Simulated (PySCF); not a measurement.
BClF2. Atoms are numbered in the order given.

```xyz
4

B      0.0000     0.0000    -0.4412
F      0.0000    -1.1416    -1.1133
F      0.0000     1.1416    -1.1133
Cl     0.0000     0.0000     1.3085
```

Coordinates come from a PBE-D3(BJ)/def2-TZVP optimisation.

All values below come from PBE-D3(BJ)/def2-TZVP (PySCF).

Frequencies are harmonic and unscaled.

| mode | ν (cm⁻¹) | IR (km/mol) | moving atoms (share of kinetic energy) |
|---|---|---|---|
| 1 | 330 | 1.9 | F 68 %, Cl 19 %, B 12 % |
| 2 | 408 | 6.1 | F 64 %, Cl 35 % |
| 3 | 580 | 37.1 | B 85 %, F 13 % |
| 4 | 675 | 31.5 | F 64 %, Cl 21 %, B 15 % |
| 5 | 1207 | 464.7 | B 71 %, F 27 % |
| 6 | 1393 | 305.4 | B 74 %, F 26 % |
